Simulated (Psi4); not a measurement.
F3Sb, singlet, at a GFN2-xTB geometry (core potentials on Sb); PBE/def2-SVP (Psi4).

Here is a job for Psi4.
```
memory 2 GB

molecule {
0 1
  Sb    0.00179571   -0.00268353    0.40263206
  F    -1.26106459   -0.92708194   -0.76113086
  F    -0.18179938    1.56028347   -0.74936608
  F     1.43268829   -0.61799484   -0.77108473
}

set basis def2-svp

energy('pbe')
print_variables()
```

Output, abridged:

```
   => Loading Basis Set <=

    Name: DEF2-SVP
    Role: ORBITAL
    Keyword: BASIS

    !!!  WARNING: ECP capability is in beta. Please check occupations closely.  !!!

         ---------------------------------------------------------
                                   SCF
               by Justin Turney, Rob Parrish, Andy Simmonett
                          and Daniel G. A. Smith
                              RKS Reference
         ---------------------------------------------------------

  ==> Geometry <==

    Molecular point group: c1
    Full point group: C1

    Geometry (in Angstrom), charge = 0, multiplicity = 1:

       Center              X                  Y                   Z               Mass
    ------------   -----------------  -----------------  -----------------  -----------------
         SB           0.001662002052    -0.002483719012     0.372652454562   120.903812000000
         F           -1.261198297948    -0.926882129012    -0.791110465438    18.998403162730
         F           -0.181933087948     1.560483280988    -0.779345685438    18.998403162730
         F            1.432554582052    -0.617795029012    -0.801064335438    18.998403162730

  Running in c1 symmetry.

  Rotational constants: A =      0.13790  B =      0.13790  C =      0.12069 [cm^-1]
  Rotational constants: A =   4134.07510  B =   4134.07509  C =   3618.24719 [MHz]
  Nuclear repulsion =  215.921513733414685

  Charge       = 0
  Multiplicity = 1
  Electrons    = 50
  Nalpha       = 25
  Nbeta        = 25

  ==> Algorithm <==

  SCF Algorithm Type is DF.
  DIIS enabled.
  MOM disabled.
  Fractional occupation disabled.
  Guess Type is SAD.
  Energy threshold   = 1.00e-06
  Density threshold  = 1.00e-06
  Integral threshold = 1.00e-12

  ==> Primary Basis <==

  Basis Set: DEF2-SVP
    Blend: DEF2-SVP
    Number of shells: 28
    Number of basis functions: 68
    Number of Cartesian functions: 73
    Spherical Harmonics?: true
    Max angular momentum: 2

  Core potential: DEF2-SVP
    Number of shells: 4
    Number of ECP primitives: 18
    Number of ECP core electrons: 28
    Max angular momentum: 3

  ==> DFT Potential <==

   => LibXC <=

    Version 7.1.2
    S. Lehtola, C. Steigemann, M. J. T. Oliveira, and M. A. L. Marques,  SoftwareX 7, 1–5 (2018) (10.1016/j.softx.2017.11.002)

   => Composite Functional: PBE <=

    PBE GGA Exchange-Correlation Functional

    J.P. Perdew et. al., Phys. Rev. Lett., 77(18), 3865-3868, 1996

    Deriv               =              1
    GGA                 =           TRUE
    Meta                =          FALSE

    Exchange Hybrid     =          FALSE
    MP2 Hybrid          =          FALSE

   => Exchange Functionals <=

    1.0000     XC_GGA_X_PBE

   => Correlation Functionals <=

    1.0000     XC_GGA_C_PBE

   => LibXC Density Thresholds  <==

    XC_GGA_C_PBE:  1.00E-12
    XC_GGA_X_PBE:  1.00E-15

   => Molecular Quadrature <=

    Radial Scheme          =       TREUTLER
    Pruning Scheme         =           NONE
    Nuclear Scheme         =       TREUTLER

    Blocking Scheme        =         OCTREE
    BS radius alpha        =              1
    Pruning alpha          =              1
    Radial Points          =             75
    Spherical Points       =            302
    Total Points           =          86674
    Total Blocks           =            724
    Max Points             =            256
    Max Functions          =             66
    Weights Tolerance      =       1.00E-15

   => Loading Basis Set <=

    Name: (DEF2-SVP AUX)
    Role: JKFIT
    Keyword: DF_BASIS_SCF

  ==> Integral Setup <==

  SCF_SUBTYPE=INCORE selected. In-core MEM_DF algorithm will be used.
  Using in-core AOs.

  ==> MemDFJK: Density-Fitted J/K Matrices <==

    J tasked:                   Yes
    K tasked:                    No
    wK tasked:                   No
    Algorithm:                 Core
    Schwarz Cutoff:           1E-12
    Mask sparsity (%):       2.2059
    Fitting Condition:        1E-10

   => Auxiliary Basis Set <=

  Basis Set: (DEF2-SVP AUX)
    Blend: DEF2-UNIVERSAL-JKFIT
    Number of shells: 121
    Number of basis functions: 449
    Number of Cartesian functions: 588
    Spherical Harmonics?: true
    Max angular momentum: 5

  Minimum eigenvalue in the overlap matrix is 4.5911799474E-02.
  Reciprocal condition number of the overlap matrix is 1.3987351422E-02.
    Using symmetric orthogonalization.

  ==> Pre-Iterations <==

  SCF Guess: Superposition of Atomic Densities via on-the-fly atomic UHF (no occupation information).

   -------------------------
    Irrep   Nso     Nmo
   -------------------------
     A         68      68
   -------------------------
    Total      68      68
   -------------------------

  ==> Iterations <==

                           Total Energy        Delta E     RMS |[F,P]|

   @DF-RKS iter SAD:  -537.24682805803661   -5.37247e+02   0.00000e+00
   @DF-RKS iter   1:  -539.16046085794801   -1.91363e+00   1.03814e-02 DIIS/ADIIS
   @DF-RKS iter   2:  -538.18011446298169    9.80346e-01   2.55237e-02 DIIS/ADIIS
   @DF-RKS iter   3:  -539.32177373819741   -1.14166e+00   2.25315e-03 DIIS/ADIIS
   @DF-RKS iter   4:  -539.33001448837672   -8.24075e-03   9.34510e-04 DIIS/ADIIS
   @DF-RKS iter   5:  -539.33044635065698   -4.31862e-04   7.82154e-04 DIIS/ADIIS
   @DF-RKS iter   6:  -539.33153061407415   -1.08426e-03   6.61913e-05 DIIS
   @DF-RKS iter   7:  -539.33154137766837   -1.07636e-05   1.31766e-05 DIIS
   @DF-RKS iter   8:  -539.33154138470309   -7.03471e-09   1.27921e-05 DIIS
   @DF-RKS iter   9:  -539.33154166994700   -2.85244e-07   5.92485e-07 DIIS
  Energy and wave function converged.

  ==> Post-Iterations <==

   Electrons on quadrature grid:
      Ntotal   =   50.0000275449 ; deviation = 2.754e-05

    Orbital Energies [Eh]
    ---------------------

    Doubly Occupied:

[...]
      25A     -0.303048

    Virtual:

[...]
      68A     54.265178

    Final Occupation by Irrep:
              A
    DOCC [    25 ]
    NA   [    25 ]
    NB   [    25 ]

  @DF-RKS Final Energy:  -539.33154166994700

   => Energetics <=

    Nuclear Repulsion Energy =            215.9215137334146846
    One-Electron Energy =               -1268.8407973039588796
    Two-Electron Energy =                 564.1335640547542880
    DFT Exchange-Correlation Energy =     -50.5458221541571788
    Empirical Dispersion Energy =           0.0000000000000000
    VV10 Nonlocal Energy =                  0.0000000000000000
    Total Energy =                       -539.3315416699470006

Computation Completed

Properties will be evaluated at   0.000000,   0.000000,   0.000000 [a0]

Properties computed using the SCF density matrix

 Multipole Moments:

 ------------------------------------------------------------------------------------
     Multipole            Electronic (a.u.)      Nuclear  (a.u.)        Total (a.u.)
 ------------------------------------------------------------------------------------

 L = 1.  Multiply by 2.5417464519 to convert [e a0] to [Debye]
 Dipole X            :          0.1155940           -0.1076486            0.0079454
 Dipole Y            :         -0.1727936            0.1608716           -0.0119220
 Dipole Z            :         25.9213686          -24.1368632            1.7845055
 Magnitude           :                                                    1.7845630

 ------------------------------------------------------------------------------------

  Variable Map:
  ----------------------------------------------------------------------------
[...]
  Array Variable Map:
  ----------------------------------------------------------------------------
[...]
[...]
```
